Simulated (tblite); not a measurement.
Compound: C₃H₄N₂S₂.
Atom-mapped SMILES: `[CH3:1][S:2][c:3]1[n:4][n:5][cH:6][s:7]1` (hydrogens: H8, H9, H10 on C1; H11 on C6)

Structure used (GFN2-xTB), in Å, numbered top down from 1:
```
atom  x, y, z in Å
C1    -2.252    0.122   -0.011
S2    -1.149   -0.752   -1.155
C3     0.362   -0.333   -0.443
N4     0.503    0.406    0.608
N5     1.766    0.583    0.958
C6     2.609   -0.006    0.198
S7     1.887   -0.898   -1.116
H8    -2.019    1.181   -0.036
H9    -2.108   -0.271    0.990
H10   -3.264   -0.061   -0.359
H11    3.669    0.033    0.339
```

All values are computed: GFN2-xTB (tblite) harmonic vibrations without scaling, gas phase. The method is semi-empirical: single wavenumbers can be off by several per cent or more. One conformer, not necessarily the lowest.

Harmonic wavenumbers (cm⁻¹): 75.6, 102.2, 159.9, 209.8, 274.9, 449.5, 495.6, 606.6, 643.5, 702.6, 731.5, 778.8, 861.6, 950.5, 958.8, 999.4, 1084.1, 1205.8, 1312.6, 1422.7, 1423.0, 1438.5, 1484.7, 3048.9, 3056.8, 3067.8, 3176.4.

A = 4184, B = 1410, C = 1062 MHz; mass 131.982 u (most abundant isotopes); point group Cs, symmetry number 1.

**Question.** Zero-point energy?

**Answer.** Half the sum of the wavenumbers: 15361 cm⁻¹ = 43.92 kcal/mol.

**Question.** What is S at 200 K and 1 bar for an ideal gas of classical rigid rotors and harmonic oscillators?

**Answer.** Translation 38.59, rotation 27.14, vibration 11.09: S = 76.8 cal/(mol K).

**Question.** And Cp and H(200 K) − H(0)?

**Answer.** Cp = 20.62 cal/(mol K), of which vibrations give 12.67 (their classical limit is 27 R = 53.7); H(200 K) − H(0) = 2.85 kcal/mol without the zero-point energy, 1.26 from vibrations.

**Question.** Blend soft modes into free rotors: weight 1/[1 + (100 cm⁻¹/ν̃)⁴] for the oscillator and the rest for a rotor with moment μB/(μ + B), μ = h/(8π²ν), B = 10⁻⁴⁴ kg m². What vibrational entropy results?

**Answer.** 10.68 cal/(mol K) in place of 11.09, which changes −T·S at 200 K by +0.08 kcal/mol.

**Question.** What must be added to the electronic energy to get the Gibbs energy at 200 K and 1 bar?

**Answer.** ZPE + [H(200 K) − H(0)] − T·S = 43.92 + 2.85 − 15.36 = 31.41 kcal/mol.

**Question.** How do the functions run with temperature in this model?

**Answer.** 
| T (K) | S (cal/(mol K)) | Cp (cal/(mol K)) | H − H(0) (kcal/mol) | G − H(0) (kcal/mol) | ln q(vib) |
| --- | --- | --- | --- | --- | --- |
| 150 | 71.4 | 17.5 | 1.90 | -8.81 | 1.62 |
| 250 | 81.8 | 23.9 | 3.96 | -16.48 | 3.21 |
| 298.15 | 86.2 | 27.0 | 5.18 | -20.53 | 3.97 |
| 400 | 95.0 | 32.8 | 8.24 | -29.76 | 5.60 |
| 600 | 110.0 | 41.1 | 15.70 | -50.31 | 8.73 |
| 900 | 128.2 | 48.2 | 29.20 | -86.15 | 13.08 |

q(vib) and H(0) count from the zero-point level.

Hindered rotation and anharmonicity are outside this model. Other conformers, if any are populated, would add a mixing term that is left out.
